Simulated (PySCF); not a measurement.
Computed IR spectrum (relative IR intensity) of a molecule C9H13N. Geometry optimised at PBE0-D3(BJ)/def2-SVP. Other conformers were not sampled. These are PBE0-D3(BJ)/def2-SVP (PySCF) values and carry that method's errors. Frequencies are harmonic and unscaled.

Lines under 2 % of the strongest are left out, and lines within 2 cm⁻¹ are merged.

ν (cm⁻¹): 535 (vw), 584 (m), 728 (w), 844 (m), 868 (m), 945 (vw), 951 (vw), 1024 (w), 1104 (w), 1147 (vw), 1242 (vw), 1250 (vw), 1310 (m), 1361 (vw), 1378 (w), 1383 (m), 1407 (w), 1453 (w), 1461 (m), 1474 (w), 1477 (w), 1492 (w), 1542 (w), 1649 (m), 1683 (vs), 3052 (s), 3057 (m), 3147 (w), 3151 (vs), 3157 (s), 3171 (m), 3175 (m), 3216 (w), 3240 (w) (against the strongest line: vs over 80 %, s over 45 %, m over 15 %, w over 4 %, vw less)

**Question.** Identify the compound among the candidates.
A) CC(C)(C)c1ccncc1
B) Cc1cncc(C(C)C)c1
C) C=CC1=CCC=C1N(C)C
D) Cc1ccncc1C(C)C

**Answer.** A, CC(C)(C)c1ccncc1
